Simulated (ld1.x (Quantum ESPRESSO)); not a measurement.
**Kr (Z = 36): one change to a TM semilocal potential, before and after**

krypton (Kr), norm-conserving Troullier–Martins (semilocal form), made with ld1.x (Quantum ESPRESSO) 7.5 (PW91, scalar-relativistic). Core [Ar] 3d10, reference 4s2 4p6. Waves: 4s (bound): rc 1.40 bohr; 4p (bound): rc 1.65 bohr. Local part: the p channel. Core correction: Bessel-smoothed model core inside 1.10 bohr.

Change: wave 4p (bound): rc 1.65 bohr becomes 4p (bound): rc 1.28 bohr.

Cutoffs: the cutoffs (Ry, on a coarse ladder) from which the occupation-weighted sum of valence levels, in a spherical-Bessel basis at the reference potential, stays within 10 and 1 mRy of its value at 400 Ry; they do not see the model core or the augmentation charge, which bear on the density cutoff. Errors are all-electron minus pseudo energies relative to the spin-unpolarised reference configuration.

Task: Predict the effect on cutoff, ghosts and configuration errors.

Result: The potential gets harder (50 Ry and 80 Ry → 70 Ry and 140 Ry); of the 6 tests that both files solve, the error grows in 2 and shrinks in 3 by more than 15 % and 0.3 meV (median size 1.8 → 1.7 meV); neither file shows a bound ghost. A smaller radius makes the pseudo-wave follow the all-electron one further in, where it bends more sharply, so more plane waves are needed. A semilocal file is local in each channel, so a ghost entry of none says nothing of the separable form that plane-wave codes build from it.

| quantity | base | changed |
| --- | --- | --- |
| cutoff, loose | 50 Ry | 70 Ry |
| cutoff, tight | 80 Ry | 140 Ry |
| loose cutoff by channel (10 mRy a level) | s 40 Ry, p 21 Ry | s 40 Ry, p 25 Ry |
| bound ghosts | none | none |
| error for 4s2 4p5, meV [ΔE 14.35 eV] | -1.0 | 0.0 |
| error for 4s2 4p4, meV [ΔE 39.59 eV] | +0.5 | +4.1 |
| error for 4s2 4p3, meV [ΔE 76.75 eV] | +2.6 | +9.4 |
| error for 4s2 4p2, meV [ΔE 126.66 eV] | -3.3 | +2.9 |
| error for 4s2 4p5.5, meV [ΔE 5.88 eV] | -0.8 | -0.5 |
| error for 4s1 4p6, meV [ΔE 28.88 eV] | -4.3 | 0.0 |
